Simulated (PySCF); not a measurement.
## $^{31}$P chemical shifts

- geometry: GFN2-xTB
- σ from GIAO-PBE0/pcSseg-1
- code: PySCF 2.14
- isolated molecule, averaged over atoms made equivalent by symmetry, fast rotation or ring inversion, non-relativistic Hamiltonian, one conformer

Shieldings were converted by a linear fit to measured shifts: $^{31}$P: δ = 270.09 − 0.828σ (rms 18.1 ppm, 64 shifts vs H3PO4, solution or neat liquid). Occasional misses reach two or three times the rms, and more in compound classes unlike the fitted ones.

(1) Give the $^{31}$P shifts of `CN(C)[Si@@H]([SiH3])P`, `CN1CCN(C)P1P`, `CC[Si@H](N)[SiH2]P`, `CCN[SiH2][SiH2]P`.

(2) Order these by $^{31}$P shift, lowest first.
A. CC[Si@H](P)N[SiH3]
B. Cc1cpcnc1C#N
C. C=C[C@@H]1C[P@@]1(CO)=NC
D. [SiH3]CCN[SiH2]P

Answers

(1) 
| compound | environment | δ (ppm) |
| --- | --- | --- |
| CN(C)[Si@@H]([SiH3])P | phosphorus bonded to Si, 2 H | -234.5 |
| [CH3:1][N:2]1[CH2:3][CH2:4][N:5]([CH3:6])[P:7]1[PH2:8] | P7: phosphorus bonded to 2 N, P, in a 5-membered ring | 121.8 |
| [CH3:1][N:2]1[CH2:3][CH2:4][N:5]([CH3:6])[P:7]1[PH2:8] | P8: phosphorus bonded to P, 2 H | -171.2 |
| CC[Si@H](N)[SiH2]P | phosphorus bonded to Si, 2 H | -245.5 |
| CCN[SiH2][SiH2]P | phosphorus bonded to Si, 2 H | -250.6 |

(2) D (-250.0 ppm, phosphorus bonded to Si, 2 H), A (-234.7 ppm, phosphorus bonded to Si, 2 H), C (-71.2 ppm, phosphorus bonded to 3 C, N, in a 3-membered ring), B (207.0 ppm, phosphorus bonded to 2 C, in a 6-membered ring).
